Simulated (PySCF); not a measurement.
Gas-phase reaction: Ga₂H₆ + H₂O → Ga₂O + 4 H₂

Energies from PySCF, thermal terms from the rigid-rotor harmonic-oscillator model, ideal gas at 1 bar. † marks an energy on the PBE0/def2-TZVP geometry and frequencies; other levels use their own. MP2 and CCSD(T) freeze the core. 6-31G* has spherical d functions here. All species are closed-shell singlets. Ga: all electrons, no relativistic terms. Ga₂H₆: computed as isolated molecules; such fragments, hydroxides, amides, oligomers or adducts are transient or little studied in the gas. MP2 isn't extrapolated to the basis-set limit. CCSD(T) isn't extrapolated to the basis-set limit.

```csv
level,"ΔH°(298 K), kJ"
BLYP/def2-TZVP†,-125
CCSD(T)/def2-SVP†,?
CCSD(T)/def2-TZVPP†,?
HF/6-31G*,?
HF/def2-TZVP†,-24
MP2/def2-SVP†,-18
PBE/def2-TZVP†,?
LDA/def2-TZVP†,75
ωB97M-V/def2-TZVP†,-25
ωB97X-V/def2-TZVP†,3
```

What belongs in the gaps?


- CCSD(T)/def2-SVP†, ΔH°(298 K), kJ: -19
- CCSD(T)/def2-TZVPP†, ΔH°(298 K), kJ: 4
- HF/6-31G*, ΔH°(298 K), kJ: -29
- PBE/def2-TZVP†, ΔH°(298 K), kJ: -34
